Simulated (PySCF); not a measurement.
Al(F)(NCO)(OH) (CHAlFNO₂), SMILES [N]([Al]([OH])[F])=C=O. Atoms are numbered in the order given.

```xyz
7

Al    -0.0214     0.9233     0.0000
F     -1.5030     1.6558     0.0000
N      0.0468    -0.8381     0.0000
C      0.0347    -2.0413     0.0000
O      0.0329    -3.2119     0.0000
O      1.3430     1.9093     0.0000
H      2.2618     1.6296     0.0000
```
Charge 0, spin multiplicity 1.

Coordinates come from a B3LYP-D3(BJ)/def2-SVP optimisation. The structure was generated by enumeration; whether it is a known compound was not checked. The values are those of a single conformer.

All values below come from PySCF with TDDFT-CAM-B3LYP/def2-SVPD.

Vertical excitations. Gas-phase values at a fixed geometry. State labels are in the subgroup Cs.

```
state  symmetry  energy (eV)  λ (nm)      f                                                                    main pairs
-----  --------  -----------  ------  -----  ----------------------------------------------------------------------------
S1           A"         6.80     182  0.000                                                              HOMO→LUMO+1 87 %
S2           A'         7.01     177  0.015                                                                HOMO→LUMO 91 %
S3           A"         7.08     175  0.001                                                              HOMO−1→LUMO 85 %
S4           A'         7.26     171  0.031                        HOMO−1→LUMO+1 61 %, HOMO→LUMO+2 14 %, HOMO→LUMO+4 10 %
S5           A"         7.63     163  0.039   HOMO−2→LUMO 38 %, HOMO−1→LUMO+2 29 %, HOMO−1→LUMO+4 16 %, HOMO−1→LUMO+5 6 %
S6           A"         7.68     161  0.041  HOMO−2→LUMO 46 %, HOMO−1→LUMO+4 17 %, HOMO−1→LUMO+2 12 %, HOMO−1→LUMO+3 10 %
S7           A'         8.01     155  0.060                                                              HOMO−3→LUMO 81 %
S8           A'         8.58     145  0.016                                                              HOMO→LUMO+3 79 %
S9           A"         8.67     143  0.001                                                            HOMO−1→LUMO+3 78 %
S10          A"         8.77     141  0.004                                                            HOMO−3→LUMO+1 83 %
T1           A'         6.42     193      0                                        HOMO−1→LUMO+1 70 %, HOMO−1→LUMO+7 16 %
T2           A"         6.58     188      0                                            HOMO→LUMO+1 79 %, HOMO→LUMO+7 13 %
T3           A'         6.76     183      0                                                                HOMO→LUMO 87 %
T4           A"         6.83     182      0                                            HOMO−1→LUMO 77 %, HOMO−2→LUMO 12 %
```
Triplets are in the Tamm–Dancoff approximation, which puts them higher than full response would, so one can lie above its singlet here.
